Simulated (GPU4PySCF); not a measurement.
C16H10, SMILES c1cc2ccc3cccc4ccc(c1)c2c34.

Coordinates come from a ωB97X-D3(BJ)/def2-TZVP optimisation.

Method: GPU4PySCF with TDA-PBE/def2-SVPD.

Vertical excitations. The molecule is in vacuum.

```tsv
state	energy (eV)	λ (nm)	f	main pairs
S1	3.58	347	0.000	HOMO→LUMO+1 55 %, HOMO−1→LUMO 45 %
S2	3.69	336	0.231	HOMO→LUMO 77 %, HOMO−1→LUMO+1 15 %
S3	3.96	313	0.000	HOMO→LUMO+2 77 %, HOMO−2→LUMO 22 %
S4	4.42	281	0.000	HOMO−2→LUMO 75 %, HOMO→LUMO+2 21 %
S5	4.44	280	0.200	HOMO−1→LUMO 44 %, HOMO→LUMO+1 35 %, HOMO−3→LUMO+2 9 %, HOMO−2→LUMO+3 8 %
S6	4.51	275	0.000	HOMO→LUMO+3 58 %, HOMO−3→LUMO 41 %
S7	4.78	259	0.000	HOMO−1→LUMO+2 58 %, HOMO−2→LUMO+1 41 %
S8	5.23	237	0.000	HOMO−4→LUMO 51 %, HOMO−1→LUMO+3 30 %, HOMO→LUMO+5 14 %
S9	5.31	233	0.000	HOMO−3→LUMO+1 44 %, HOMO−1→LUMO+3 26 %, HOMO−4→LUMO 23 %
S10	5.33	232	0.000	HOMO→LUMO+4 100 %
S11	5.34	232	0.000	HOMO−5→LUMO 100 %
S12	5.36	231	0.000	HOMO−2→LUMO+1 39 %, HOMO−1→LUMO+2 25 %, HOMO−3→LUMO 13 %, HOMO−4→LUMO+1 8 %
T1	2.42	511	0	HOMO→LUMO 98 %
T2	3.32	374	0	HOMO→LUMO+1 74 %, HOMO−1→LUMO 26 %
T3	3.45	359	0	HOMO−1→LUMO 74 %, HOMO→LUMO+1 26 %
T4	3.62	342	0	HOMO→LUMO+2 73 %, HOMO−2→LUMO 25 %
```
Triplets are in the Tamm–Dancoff approximation.
